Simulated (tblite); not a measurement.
C9H9NS.
Bonds: C1–S2, S2–C3, C3–C4 (aromatic), C4–C5 (aromatic), C5–C6, C5–C7 (aromatic), C7–C8 (aromatic), C8–C9, C9–N10 (triple), C8–C11 (aromatic), C3–C11 (aromatic). Hydrogens: H12, H13, H14 on C1; H15 on C4; H16, H17, H18 on C6; H19 on C7; H20 on C11.

Computed with GFN2-xTB (tblite), gas phase: L-BFGS steps from a force-field or distance-geometry start until the largest atomic force falls under 0.01 eV/Å.

The end geometry, which sets the zero of energy:
```
atom  x, y, z in Å
C1      3.2984   -0.9219    0.0051
S2      2.6969    0.7880   -0.0990
C3      0.9432    0.6400    0.0377
C4      0.2707   -0.5677    0.1748
C5     -1.1150   -0.6040    0.2778
C6     -1.8335   -1.9121    0.4051
C7     -1.8312    0.5825    0.2415
C8     -1.1588    1.7969    0.1038
C9     -1.8971    3.0033    0.0718
N10    -2.5048    3.9749    0.0495
C11     0.2268    1.8313    0.0019
H12     3.0280   -1.3571    0.9627
H13     2.9070   -1.5060   -0.8229
H14     4.3788   -0.8518   -0.0731
H15     0.8143   -1.4988    0.2048
H16    -1.1561   -2.7050    0.7117
H17    -2.2705   -2.1878   -0.5547
H18    -2.6413   -1.8386    1.1301
H19    -2.9082    0.5735    0.3200
H20     0.7473    2.7711   -0.1009
```

**Question.** These geometries come from the run, each turned onto the end geometry. Order them by energy, lowest first.
A.
```
atom  x, y, z in Å
C1      3.2726   -0.9167    0.0774
S2      2.6829    0.7505   -0.3397
C3      0.9371    0.6359   -0.1032
C4      0.2648   -0.5703    0.0412
C5     -1.1086   -0.6026    0.2445
C6     -1.8150   -1.9140    0.4000
C7     -1.8166    0.5881    0.2848
C8     -1.1484    1.8013    0.1184
C9     -1.8877    3.0064    0.1583
N10    -2.4993    3.9750    0.1936
C11     0.2290    1.8315   -0.0687
H12     2.8326   -1.2353    1.0180
H13     3.0389   -1.6143   -0.7217
H14     4.3498   -0.8344    0.1848
H15     0.7998   -1.5047   -0.0027
H16    -1.1229   -2.6989    0.6978
H17    -2.2705   -2.2064   -0.5468
H18    -2.6050   -1.8318    1.1433
H19    -2.8840    0.5791    0.4463
H20     0.7454    2.7724   -0.1780
```
B.
```
atom  x, y, z in Å
C1      3.2655   -0.7737    0.2809
S2      2.6229    0.5566   -0.7802
C3      0.8979    0.5492   -0.3597
C4      0.2079   -0.6389   -0.1697
C5     -1.1356   -0.6434    0.1784
C6     -1.8669   -1.9422    0.3168
C7     -1.7878    0.5680    0.3525
C8     -1.1028    1.7657    0.1457
C9     -1.7652    2.9969    0.3638
N10    -2.2968    3.9911    0.5711
C11     0.2385    1.7622   -0.2314
H12     3.0219   -0.5567    1.3163
H13     2.8727   -1.7414   -0.0125
H14     4.3410   -0.7602    0.1408
H15     0.7136   -1.5815   -0.3065
H16    -1.1885   -2.7446    0.5980
H17    -2.3225   -2.2008   -0.6398
H18    -2.6583   -1.8700    1.0582
H19    -2.8297    0.5888    0.6352
H20     0.7669    2.6855   -0.4100
```
C.
```
atom  x, y, z in Å
C1      3.2942   -0.9042    0.0734
S2      2.6777    0.7590   -0.3161
C3      0.9322    0.6253   -0.0863
C4      0.2602   -0.5805    0.0655
C5     -1.1169   -0.6096    0.2540
C6     -1.8348   -1.9167    0.3954
C7     -1.8255    0.5819    0.2852
C8     -1.1555    1.7937    0.1155
C9     -1.8768    3.0105    0.1532
N10    -2.4626    3.9950    0.1943
C11     0.2219    1.8198   -0.0716
H12     2.8976   -1.2286    1.0314
H13     3.0340   -1.5995   -0.7203
H14     4.3736   -0.8050    0.1345
H15     0.7980   -1.5149    0.0367
H16    -1.1515   -2.7089    0.6901
H17    -2.2861   -2.1981   -0.5562
H18    -2.6331   -1.8415    1.1305
H19    -2.8947    0.5773    0.4388
H20     0.7432    2.7558   -0.2003
```
D.
```
atom  x, y, z in Å
C1      3.2566   -0.8790    0.1834
S2      2.6682    0.6867   -0.5298
C3      0.9279    0.6126   -0.2404
C4      0.2473   -0.5876   -0.0887
C5     -1.1126   -0.6162    0.1892
C6     -1.8180   -1.9282    0.3550
C7     -1.7988    0.5833    0.3186
C8     -1.1288    1.7925    0.1253
C9     -1.8549    3.0037    0.2517
N10    -2.4466    3.9792    0.3703
C11     0.2351    1.8138   -0.1517
H12     2.9117   -0.9569    1.2103
H13     2.9256   -1.7201   -0.4177
H14     4.3396   -0.8157    0.1685
H15     0.7631   -1.5283   -0.1724
H16    -1.1260   -2.7137    0.6558
H17    -2.2939   -2.2345   -0.5785
H18    -2.5993   -1.8361    1.1050
H19    -2.8531    0.6005    0.5582
H20     0.7518    2.7546   -0.2643
```
E.
```
atom  x, y, z in Å
C1      3.3317   -0.6304    0.3135
S2      2.5934    0.4252   -0.9867
C3      0.8918    0.4497   -0.4324
C4      0.1573   -0.7230   -0.2715
C5     -1.1720   -0.6830    0.1560
C6     -1.9624   -1.9619    0.3083
C7     -1.7820    0.5491    0.3691
C8     -1.0582    1.7384    0.1911
C9     -1.6987    3.0242    0.4182
N10    -2.1933    3.9935    0.5968
C11     0.2835    1.6810   -0.2209
H12     3.0996   -0.2252    1.2970
H13     2.9474   -1.6449    0.2457
H14     4.4118   -0.6439    0.1731
H15     0.6218   -1.6832   -0.4729
H16    -1.3193   -2.7818    0.6234
H17    -2.4332   -2.2183   -0.6470
H18    -2.7403   -1.8545    1.0622
H19    -2.8220    0.5995    0.6828
H20     0.8381    2.6001   -0.3583
```

**Answer.** C (0.004 eV), A (0.008 eV), D (0.028 eV), B (0.055 eV), E (0.255 eV).

In the order of the answer:

```json
{"step": "88", "E above end (eV)": "0.004", "largest force (eV/Å)": "0.03", "rms force component (eV/Å)": "0.010", "rms distance from end (Å)": "0.121", "rms bond change (Å)": "0.000", "bond most changed (Å)": "C3–C11 -0.001"}
{"step": "73", "E above end (eV)": "0.008", "largest force (eV/Å)": "0.04", "rms force component (eV/Å)": "0.016", "rms distance from end (Å)": "0.137", "rms bond change (Å)": "0.001", "bond most changed (Å)": "C1–S2 +0.001"}
{"step": "55", "E above end (eV)": "0.028", "largest force (eV/Å)": "0.13", "rms force component (eV/Å)": "0.045", "rms distance from end (Å)": "0.256", "rms bond change (Å)": "0.002", "bond most changed (Å)": "C8–C9 +0.003"}
{"step": "41", "E above end (eV)": "0.055", "largest force (eV/Å)": "0.07", "rms force component (eV/Å)": "0.020", "rms distance from end (Å)": "0.418", "rms bond change (Å)": "0.003", "bond most changed (Å)": "S2–C3 +0.010"}
{"step": "1", "E above end (eV)": "0.255", "largest force (eV/Å)": "7.46", "rms force component (eV/Å)": "1.262", "rms distance from end (Å)": "0.541", "rms bond change (Å)": "0.016", "bond most changed (Å)": "C9≡N10 -0.043"}
```

What follows is the cost of the whole relaxation. Hardware: 2 threads, AMD EPYC 7R43 (x86_64), no GPU, shared host. Cost: 1.4 s wall, 2.8 s CPU.
